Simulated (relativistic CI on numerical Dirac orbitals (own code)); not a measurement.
Hyperfine structure of Pt32+, mass number 195

Calculated at this level of theory: Dirac-Coulomb-Breit CI, KLI orbitals optimised for each configuration, a model potential for QED, unscaled Slater integrals (own radial code, finite nucleus).

Configurations in the expansion (outside the closed core [Ar] 3d10): 4s2.4p6.4d10, 4s2.4p6.4d9.4f, 4s2.4p5.4d10.4f, 4s.4p6.4d10.4f, 4s2.4p6.4d9.5s, 4s2.4p6.4d9.5p, 4s2.4p6.4d9.5d, 4s2.4p5.4d10.5s, 4p6.4d10.4f2, 4p6.4d9.4f3, 4p5.4d10.4f3, 4p6.4d9.4f2.5s, 4p6.4d9.4f2.5p, 4p6.4d9.4f2.5d. Double excitations out of closed p, d and f shells are left out; levels of such configurations are missing from the list, as are those of other unlisted configurations, and high levels can miss mixing partners. These lack a partner that the ground configuration has and come out too high: 4s2.4p5.4d10.5s.

Nuclear spin I = 1/2, μ = 0.6073 μN (tables of Stone and Pyykkö). The electronic factors are computed for point nuclear moments, without core polarisation or the Bohr-Weisskopf and QED corrections.

```csv
Level,E (cm⁻¹),A (MHz)
4s2.4p6.4d9.4f 3P°_1,1713397,5970
4s2.4p6.4d9.4f 3H°_5,1753813,10630
4s2.4p6.4d9.4f 3H°_6,1780862,8120
4s2.4p6.4d9.4f 3F°_3,1781312,9995
4s2.4p6.4d9.4f 3F°_4,1823376,7371
4s2.4p6.4d9.4f 3G°_5,1839089,7915
4s2.4p6.4d9.4f 3D°_1,1861931,-6591
4s2.4p6.4d9.4f 3H°_4,1924202,17430
```

Levels with J = 0, under 50 % of one LS term, or S terms without an open s electron are left out. Small factors come from cancelling terms and can be off by tens of per cent or more.

At this charge energies of transitions that change n are usually good to better than 1 %, and those within a shell (Δn = 0) to a few per cent.

(1) Give the hyperfine levels of 4s2.4p6.4d9.4f 3P°_1 relative to its centre of gravity.

## Answers

(1) With K = F(F + 1) − I(I + 1) − J(J + 1), E = AK/2: F = 1/2: -5970, F = 3/2: 2985 MHz.

LS names give the leading component of a level, which can be under half, so a name can repeat, a term be missing and a line seem to break the LS rules.
